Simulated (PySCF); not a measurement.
# Whose spectrum? (polycyclic quinone and quinodimethane)

All values: TDDFT PBE0/def2-SVP, gas phase, PySCF SCF with an in-house response code, fitting set def2-universal-JFIT up to Ne and JKFIT beyond, grid level 1 (kernel 0), vertical, one conformer each, geometries GFN2-xTB; core orbitals frozen in the response, virtual orbitals above 1.5 Eh left out. The lowest 6 singlets were sought, and the brightest is taken among them. The runs took 0.6 to 1 CPU minutes each on shared server CPUs.

Some members have dark charge-transfer states, which this functional places too low.

One system has its HOMO at -6.23 eV, its LUMO at -3.82 eV and these singlet states:

| state | eV | f |
| --- | --- | --- |
| S1 | 1.94 | 0.000 |
| S2 | 2.07 | 0.149 |
| S3 | 2.44 | 0.000 |
| S4 | 2.80 | 0.075 |
| S5 | 3.29 | 0.083 |
| S6 | 3.43 | 0.058 |

Problem. Which is it?
A. O=c1cc2c(=O)ccc3c-2c(c1)c1cccc2cccc3c21 (C20H10O2)
B. c1cc2cccc3c4ncnc5nncc(c(c1)c23)c54 (C16H8N4)
C. C=c1ccc2cccc3c4c(=C)ccc5cccc(c1c23)c54 (C22H14)

Solution. A.

Problem. How do the candidates compare?

Solution. 
| system | HOMO / eV | LUMO / eV | S1 / eV | f(S1) | brightest state sought / eV |
| --- | --- | --- | --- | --- | --- |
| C=c1ccc2cccc3c4c(=C)ccc5cccc(c1c23)c54 | -5.06 | -2.51 | 2.30 | 0.235 | 2.30 |
| O=c1cc2c(=O)ccc3c-2c(c1)c1cccc2cccc3c21 | -6.23 | -3.82 | 1.94 | 0.000 | 2.07 |
| c1cc2cccc3c4ncnc5nncc(c(c1)c23)c54 | -6.36 | -3.28 | 1.94 | 0.000 | 3.05 |
